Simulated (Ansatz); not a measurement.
Cl₂F₆GeSi₂, SMILES `F[Si](F)(F)[Ge]([Cl])([Cl])[Si](F)(F)F`, relaxed with RKS PBE-D4/def2-SVP in the Gaussian-basis code of Ansatz from a rough embedded geometry. The force threshold is 0.03 eV/Å; the program also tests the step.

Charge 0, multiplicity 1.

Start:

```xyz
11

F     0.456    2.145    1.513
Si    1.427    1.063    0.759
F     1.939   -0.049    1.907
F     2.760    1.781   -0.003
Ge    0.184   -0.002   -0.892
Cl   -0.471    1.469   -2.353
Cl    1.443   -1.499   -1.893
Si   -1.628   -1.046    0.033
F    -2.537    0.121    0.832
F    -1.069   -2.172    1.207
F    -2.504   -1.811   -1.109
```

**Question.** By how much does the energy fall, and how many steps does the optimiser take? (An estimate is asked.)

**Answer.** Computed: 50.91 kJ/mol, in 6 steps.

**Question.** Which bonds change most? (An estimate is asked.)

**Answer.** Ansatz gave: Si8–F10 from 1.720 to 1.617 Å; Ge5–Si8 from 2.287 to 2.381 Å; Si2–F4 from 1.695 to 1.615 Å; Si8–F9 from 1.682 to 1.617 Å.

**Question.** Give the relaxed structure. (An estimate is asked.)

**Answer.** Computed: 
```xyz
11

F     0.740    2.300    1.520
Si    1.584    1.151    0.754
F     2.157    0.122    1.863
F     2.829    1.841   -0.009
Ge    0.177   -0.007   -0.778
Cl   -0.504    1.456   -2.237
Cl    1.416   -1.494   -1.770
Si   -1.759   -1.143    0.016
F    -2.755   -0.098    0.744
F    -1.333   -2.270    1.095
F    -2.551   -1.857   -1.198
```
